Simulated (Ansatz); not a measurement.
Z-matrix (Å, degrees):
```
Sn
F 1 1.9079
F 1 1.9079 2 105.79
F 1 1.9079 2 105.79 3 -111.95
```
Charge 0, spin multiplicity 2.

These are frozen-core CCSD(T)/def2-TZVPP // PBE0-D3(BJ)/def2-TZVP (Ansatz, a program for electronic structure) values and carry that method's errors.

* **HF energy**: -511.87728 Ha
* **MP2 correlation energy**: -1.04784 Ha

**Question.** Estimate the CCSD correlation energy, the (T) correction, the total energy and the T1 diagnostic.

**Answer.** 
- CCSD correlation energy = -1.03680 Ha
- (T) correction = -0.03101 Ha
- CCSD(T) total energy = -512.94509 Ha
- T1 diagnostic = 0.018
